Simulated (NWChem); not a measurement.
Program: NWChem. System: CH6AlN, charge 1, spin multiplicity 2, at the geometry of a parent with another charge or spin, in a state set for the comparison that need not be this species' ground state. Its SCF solution wasn't tested for a lower state.

Job file:

```
start mol
memory heap 200 mb stack 900 mb global 1100 mb
charge 1
geometry units angstroms nocenter noautoz
  Al    -1.238078    -0.158830     0.000000
  H     -2.130479    -1.484118     0.000000
  H     -1.787863     1.341990     0.000000
  N      0.539576    -0.389009     0.000000
  C      1.604328     0.600294     0.000000
  H      0.907917    -1.346332     0.000000
  H      2.263750     0.525564    -0.895832
  H      2.263750     0.525564     0.895832
  H      1.174937     1.623432     0.000000
  symmetry group Cs
end
basis spherical
  * library sto-3g
end
dft
  xc xpbe96 cpbe96
  odft
  mult 2
  semidirect memsize 60000000 filesize 0
  iterations 100
end
task dft energy
```

The output up to the point where the run's verdict is printed (cleaned and shortened):

```
             Northwest Computational Chemistry Package (NWChem) 7.3.0
             --------------------------------------------------------

                                NWChem Input Module
                                -------------------

 Scaling coordinates for geometry "geometry" by  1.889725989
 (inverse scale =  0.529177249)

 Turning off AUTOSYM since
 SYMMETRY directive was detected!

                             Geometry "geometry" -> ""
                             -------------------------

 Output coordinates in angstroms (scale by  1.889725989 to convert to a.u.)

  No.       Tag          Charge          X              Y              Z
 ---- ---------------- ---------- -------------- -------------- --------------
    1 Al                  13.0000    -1.23807800    -0.15883000     0.00000000
    2 H                    1.0000    -2.13047900    -1.48411800     0.00000000
    3 H                    1.0000    -1.78786300     1.34199000     0.00000000
    4 N                    7.0000     0.53957600    -0.38900900     0.00000000
    5 C                    6.0000     1.60432800     0.60029400     0.00000000
    6 H                    1.0000     0.90791700    -1.34633200     0.00000000
    7 H                    1.0000     2.26375000     0.52556400    -0.89583200
    8 H                    1.0000     2.26375000     0.52556400     0.89583200
    9 H                    1.0000     1.17493700     1.62343200     0.00000000

 Effective nuclear repulsion energy (a.u.)      99.5118949949

            Nuclear Dipole moment (a.u.)
            ----------------------------
        X                 Y               Z
 ---------------- ---------------- ----------------
    -0.0000037795     0.0000207870     0.0000000000

      Symmetry information
      --------------------

 Group name             Cs
 Group number              2
 Group order               2
 No. of unique centers     8

      Symmetry unique atoms

     1    2    3    4    5    6    7    9


 Summary of "ao basis" -> "" (spherical)
 ------------------------------------------------------------------------------
[...]
 d= 0,ls=0.5,diis    75   -334.1821937270 -6.55D-07  9.01D-06  1.99D-05     4.5
                                                     3.45D-05  2.31D-05
 d= 0,ls=0.5,diis    76   -334.1821952658 -1.54D-06  3.89D-06  1.98D-05     4.6
                                                     3.64D-05  2.31D-05
 d= 0,ls=0.5,diis    77   -334.1821981664 -2.90D-06  1.72D-05  1.86D-05     4.6
                                                     4.47D-05  2.21D-05
 d= 0,ls=0.5,diis    78   -334.1822035721 -5.41D-06  6.56D-06  1.53D-05     4.7
                                                     4.37D-05  1.88D-05
 d= 0,ls=0.5,diis    79   -334.1822073909 -3.82D-06  1.27D-05  1.38D-05     4.8
                                                     4.39D-05  1.74D-05
 d= 0,ls=0.5,diis    80   -334.1822109663 -3.58D-06  1.38D-05  1.22D-05     4.8
                                                     4.84D-05  1.60D-05
 d= 0,ls=0.5,diis    81   -334.1822156554 -4.69D-06  1.06D-05  9.76D-06     4.9
                                                     4.94D-05  1.36D-05
 d= 0,ls=0.5,diis    82   -334.1822198215 -4.17D-06  1.63D-05  8.01D-06     4.9
                                                     5.17D-05  1.18D-05
 d= 0,ls=0.5,diis    83   -334.1822239249 -4.10D-06  9.43D-06  6.39D-06     5.0
                                                     5.15D-05  1.01D-05
 d= 0,ls=0.5,diis    84   -334.1822276076 -3.68D-06  2.80D-05  5.05D-06     5.1
                                                     4.08D-05  8.55D-06
 d= 0,ls=0.5,diis    85   -334.1822287802 -1.17D-06  2.64D-05  5.71D-06     5.1
                                                     3.48D-05  8.73D-06
 d= 0,ls=0.5,diis    86   -334.1822291885 -4.08D-07  1.88D-05  6.61D-06     5.2
                                                     3.31D-05  9.38D-06
 d= 0,ls=0.5,diis    87   -334.1822299264 -7.38D-07  2.12D-05  7.19D-06     5.2
                                                     2.80D-05  9.83D-06
 d= 0,ls=0.5,diis    88   -334.1822301619 -2.36D-07  2.13D-05  7.84D-06     5.3
                                                     2.45D-05  1.03D-05
 d= 0,ls=0.5,diis    89   -334.1822301214  4.05D-08  2.03D-05  8.82D-06     5.4
                                                     2.05D-05  1.09D-05
 d= 0,ls=0.5,diis    90   -334.1822298623  2.59D-07  8.44D-06  9.76D-06     5.4
                                                     2.53D-05  1.16D-05
 d= 0,ls=0.5,diis    91   -334.1822314962 -1.63D-06  5.49D-06  9.01D-06     5.5
                                                     2.50D-05  1.07D-05
 d= 0,ls=0.5,diis    92   -334.1822329812 -1.49D-06  4.36D-06  8.41D-06     5.5
                                                     2.34D-05  1.01D-05
 d= 0,ls=0.5,diis    93   -334.1822342306 -1.25D-06  2.30D-05  7.95D-06     5.6
                                                     1.93D-05  9.57D-06
 d= 0,ls=0.5,diis    94   -334.1822335381  6.93D-07  1.81D-05  9.11D-06     5.7
                                                     1.40D-05  1.07D-05
 d= 0,ls=0.5,diis    95   -334.1822329880  5.50D-07  8.11D-06  1.00D-05     5.7
                                                     1.35D-05  1.14D-05
 d= 0,ls=0.5,diis    96   -334.1822332706 -2.83D-07  4.07D-06  1.02D-05     5.8
                                                     1.44D-05  1.14D-05
 d= 0,ls=0.5,diis    97   -334.1822339496 -6.79D-07  2.22D-05  9.94D-06     5.8
                                                     2.75D-05  1.12D-05
 d= 0,ls=0.5,diis    98   -334.1822368969 -2.95D-06  6.30D-06  7.65D-06     5.9
                                                     2.08D-05  9.26D-06
 d= 0,ls=0.5,diis    99   -334.1822379225 -1.03D-06  7.39D-06  7.44D-06     5.9
                                                     2.26D-05  8.91D-06
 d= 0,ls=0.5,diis   100   -334.1822394078 -1.49D-06  5.33D-06  6.68D-06     6.0
                                                     2.19D-05  8.09D-06
```

Convergence was not reached. The next line reads: Calculation failed to converge. NWChem stopped with the message: dft energy failed.
